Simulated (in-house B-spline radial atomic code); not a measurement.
Configurations of Pm IV (Pm3+), with energies counted from [Xe] 4f4. Computed with a B-spline radial code for spherical atoms: scalar-relativistic (X2C) PBE0, spin-polarised, spherical fractional occupations, exact exchange averaged over the configuration, Fermi nucleus of rms radius 4.962 fm. Shells without spins written out take the highest spin.

Occupations are held fixed; configurations that lie above the ionisation limit could autoionise.

| configuration | E - E(ref) (eV) | highest orbital | its <r> (bohr) |
| --- | --- | --- | --- |
| [Xe] 4f3 6p1 | 19.606 | 6p up | 3.638 |
| [Xe] 4f3 6d1 | 26.281 | 6d up | 4.785 |
| [Kr] 4d10 4f4 5s2 5p5 6s1 | 27.274 | 6s up | 3.147 |
| [Kr] 4d9 4f4 5s2 5p6 6s1 | 134.62 | 6s up | 3.116 |

(1) Order these further configurations by energy, lowest first.
A. [Kr] 4d9 4f5 5s2 5p6
B. [Xe] 4f3 6s1
C. [Kr] 4d10 4f4 5s2 5p5 6d1
D. [Kr] 4d9 4f4 5s2 5p6 5d1

## Answers

(1) B (14.362 eV), C (39.113 eV), A (118.32 eV), D (130.31 eV).
